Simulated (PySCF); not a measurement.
Broadened absorption spectrum of C5H10NPSi

C5H10NPSi.
Cartesian coordinates in Å at the GFN2-xTB level; atoms count from 1:
```xyz
18
C5H10NPSi angstrom
C      2.2466    0.1201    1.2325
C      1.7484    0.4158    0.0309
C      2.0516    1.6609   -0.5708
N      2.2871    2.6628   -1.0766
C      0.8111   -0.4537   -0.7339
Si    -1.0009    0.0673   -0.3441
C     -2.1967   -1.2080   -1.0910
P     -1.1497   -0.0268    1.8988
H      2.8914    0.8002    1.7630
H      2.0255   -0.8203    1.7092
H      0.9612   -1.4939   -0.4445
H      0.9984   -0.3658   -1.8035
H     -1.2399    1.3984   -0.9265
H     -2.0792   -2.1786   -0.6173
H     -3.2269   -0.8970   -0.9510
H     -2.0302   -1.3327   -2.1557
H     -0.6473    1.2432    2.1204
H     -2.4593    0.4143    1.9483
```

Computed with TDDFT wB97X-D/def2-SVPD, vertical, gas phase, core orbitals frozen in the response (PySCF 2.14.0, density-fitted response routines).

Computed states:

```csv
state,E (eV),f
S1,5.87,0.137
S2,6.06,0.056
S3,6.63,0.0053
S4,6.73,0.0084
S5,7.16,0.042
S6,7.19,0.045
S7,7.25,0.031
S8,7.28,0.331
```

Broadening: Gaussians 0.3 eV wide at half height, area fixed by f = 4.319×10⁻⁹ ∫ε dν̃. The width is an assumption, not a result. The curve ends short of the highest state used, and states not computed would add to its high-energy end.

(1) Give the broadened spectrum and its maxima.

(2) On this curve, what absorbance would a 10⁻⁵ mol/L sample give at 222 nm over a 1 cm path?

(3) Coming from long wavelengths, where does ε first pass 100 L mol⁻¹ cm⁻¹?

Results:

(1) 
λ (nm), ε (L mol⁻¹ cm⁻¹) and a bar:
```
    185.7       1130 ##
    187.2        993 ##
    188.7        760 ##
    190.2        513 #
    191.6        334 #
    193.1        247 
    194.6        321 #
    196.1        629 #
    197.6       1267 ###
    199.1       2314 #####
    200.5       3673 ########
    202.0       5478 ############
    203.5       7527 ################
    205.0       9665 ####################
    206.5      11690 #########################
    208.0      13320 ############################
    209.4      14183 ##############################
    210.9      14133 ##############################
    212.4      13001 ###########################
    213.9      10988 #######################
    215.4       8512 ##################
    216.9       6043 #############
    218.4       3936 ########
    219.8       2445 #####
    221.3       1356 ###
    222.8        695 #
    224.3        330 #
    225.8        146 
    227.3         60 
    228.7         25
```

Maxima: 210 nm (5.90 eV), ε about 14000, made up of S1 (83%) and S2 (17%) (ε in L mol⁻¹ cm⁻¹; maxima over ε = 5, shares over 10%). At its high-energy end, 6.68 eV, the curve is still rising (ε about 1100, from S3 and S4).

(2) 222 nm is 5.585 eV, where ε is about 1000 L mol⁻¹ cm⁻¹, so A = ε c l ≈ 0.01 (Beer–Lambert, with the gas-phase spectrum and the assumed width).

(3) At about 226 nm (5.48 eV), 0.39 eV below S1.

One conformer stands for the species.
